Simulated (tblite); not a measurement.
C5H9ClO2S.
Cartesian coordinates in Å at the GFN2-xTB level; atoms count from 1:
```xyz
18
C5H9ClO2S angstrom
C     -2.563   -0.268    1.081
C     -1.728    0.199    0.173
C     -0.303   -0.258    0.018
C     -0.075   -0.851   -1.372
C      0.641    0.911    0.249
S      2.323    0.259    0.146
O      2.859    0.382   -1.170
O      2.431   -0.993    0.821
Cl     3.329    1.617    1.293
H     -2.263   -1.017    1.795
H     -3.581    0.075    1.147
H     -2.048    0.949   -0.537
H     -0.080   -1.021    0.770
H     -0.751   -1.686   -1.536
H      0.948   -1.206   -1.464
H     -0.254   -0.105   -2.144
H      0.571    1.674   -0.521
H      0.535    1.342    1.239
```

Calculated harmonic vibrations of the isolated species, GFN2-xTB (tblite), most abundant isotopes, no scaling. This tight-binding method is rough: wavenumbers can miss measured ones by several per cent, in bad cases by 10 to 20. One conformer, not necessarily the lowest.

Harmonic wavenumbers (cm⁻¹): 44.4, 50.7, 76.5, 119.7, 186.9, 226.9, 245.6, 267.0, 296.3, 319.4, 345.3, 348.8, 478.2, 501.1, 527.2, 651.6, 737.1, 823.1, 878.2, 905.9, 961.7, 987.0, 992.2, 1022.7, 1113.5, 1128.4, 1143.7, 1172.2, 1186.7, 1264.1, 1289.1, 1302.8, 1309.1, 1402.3, 1411.7, 1415.1, 1487.2, 1495.3, 1715.9, 2963.8, 3020.3, 3031.4, 3035.1, 3045.6, 3056.5, 3064.1, 3105.1, 3134.1.

A = 2249, B = 678.1, C = 600.9 MHz; mass 168.001 u (most abundant isotopes); point group C1, symmetry number 1.

**Question.** What is the zero-point energy?

**Answer.** Half the sum of the wavenumbers: 29643 cm⁻¹ = 354.61 kJ/mol.

**Question.** Give the ideal-gas entropy at 400 K and 1 bar in the rigid-rotor, harmonic-oscillator model (classical rotation).

**Answer.** Translation 178.87, rotation 130.19, vibration 185.42: S = 494.5 J/(mol K).

**Question.** And Cp and H(400 K) − H(0)?

**Answer.** Cp = 206.96 J/(mol K), of which vibrations give 173.70 (their classical limit is 48 R = 399.1); H(400 K) − H(0) = 50.59 kJ/mol without the zero-point energy, 37.28 from vibrations.

**Question.** How do the functions run with temperature in this model?

**Answer.** 
| T (K) | S (J/(mol K)) | Cp (J/(mol K)) | H − H(0) (kJ/mol) | G − H(0) (kJ/mol) | ln q(vib) |
| --- | --- | --- | --- | --- | --- |
| 150 | 345.9 | 109.5 | 10.74 | -41.14 | 3.74 |
| 250 | 411.4 | 149.9 | 23.73 | -79.11 | 6.77 |
| 298.15 | 439.4 | 168.9 | 31.41 | -99.60 | 8.18 |
| 600 | 590.1 | 265.0 | 98.17 | -255.92 | 16.51 |
| 900 | 708.9 | 319.7 | 186.59 | -451.42 | 23.91 |

q(vib) and H(0) count from the zero-point level.

**Question.** Blend soft modes into free rotors: weight 1/[1 + (100 cm⁻¹/ν̃)⁴] for the oscillator and the rest for a rotor with moment μB/(μ + B), μ = h/(8π²ν), B = 10⁻⁴⁴ kg m². What vibrational entropy results?

**Answer.** 167.95 J/(mol K) in place of 185.42, which changes −T·S at 400 K by +6.99 kJ/mol.

**Question.** Which modes carry the vibrational entropy at 400 K?

**Answer.** 44.4 cm⁻¹: 23.58; 50.7 cm⁻¹: 22.48; 76.5 cm⁻¹: 19.07; 119.7 cm⁻¹: 15.38; 186.9 cm⁻¹: 11.77; 226.9 cm⁻¹: 10.23 J/(mol K); the other 42 give 82.91 together.

Hindered rotation and anharmonicity are outside this model. Other conformers, if any are populated, would add a mixing term that is left out. The structure is chiral; the term R ln 2 for an equal mix with its mirror image is left out.
